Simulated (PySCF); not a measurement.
Part of a log for `NB(N)Cl`: ground state, then the species with a core hole.

The calculation used delta-SCF UKS SCAN, pcX-2 on the ionised atom, pcseg-1 elsewhere, spin-free X2C (PySCF 2.14.0). The program numbers atoms from 0. The cycles run on a coarse integration grid; for E(ground) and E(ion) the exchange–correlation energy is redone on a finer one, so they differ from the last cycle, and only they enter the binding energy.

Coordinates (Å, PBE0-D3(BJ)/def2-SVP):
```
N      1.413779     1.528749    -0.596671
B      0.255204     2.064441    -1.188738
N     -1.061113     1.710840    -0.839675
Cl     0.470619     3.288988    -2.485270
H      1.399089     0.839046     0.140578
H      2.337422     1.818757    -0.880416
H     -1.859193     2.124262    -1.297847
H     -1.290268     1.034367    -0.126018
```

```
ground state, core basis on atom 3 (Cl), 122 functions
  cycle   1  E = -598.56205687  |g| = 4.86e-01
  cycle   2  E = -598.56222537  |g| = 4.74e-02
  cycle   3  E = -598.56222712  |g| = 3.31e-02
  cycle   4  E = -598.56235007  |g| = 6.66e-03
  cycle   5  E = -598.56235813  |g| = 1.70e-03
  cycle   6  E = -598.56235999  |g| = 1.80e-04
  E(ground) = -598.55787198 Eh
hole in Cl 2p of atom 3
  cycle   1  E = -590.52636320  |g| = 1.71e+00
  cycle   2  E = -590.65973330  |g| = 1.15e+00
  cycle   3  E = -590.95467052  |g| = 2.21e-01
  cycle   4  E = -590.96796660  |g| = 1.41e-01
  cycle   5  E = -590.97686148  |g| = 2.13e-02
  cycle   6  E = -590.97701138  |g| = 1.00e-02
  cycle   7  E = -590.97705369  |g| = 2.77e-03
  cycle   8  E = -590.97705615  |g| = 7.90e-04
  cycle   9  E = -590.97705626  |g| = 4.19e-04
  E(ion) = -590.98151377 Eh   <S^2> = 0.7516   hole on atom = 1.001
```

**Question.** What energy does this spin-free Cl 2p hole on atom 3 cost, and which doublet follows from it?

**Answer.** (-590.981514 − (-598.557872)) Eh × 27.2114 eV/Eh = 206.16 eV. With the spin–orbit matrix of the shell the program then gives 2p3/2 = 205.58 eV and 2p1/2 = 207.23 eV; their weighted mean, 206.13 eV, differs from that hole by -0.03 eV, as the three ground-state 2p orbitals of the atom aren't degenerate.

Geometry: PBE0-D3(BJ)/def2-SVP; no solvent, vibrations or thermal averaging.

Conformer computed: `[NH2:1][B:2]([NH2:3])[Cl:4]`: H–N1–B2–N3 0°, H–N1–B2–N3 180°, H–N3–B2–N1 180°, H–N3–B2–N1 0°.
Labels such as C1 count atoms from 1, the log's own numbers from 0.
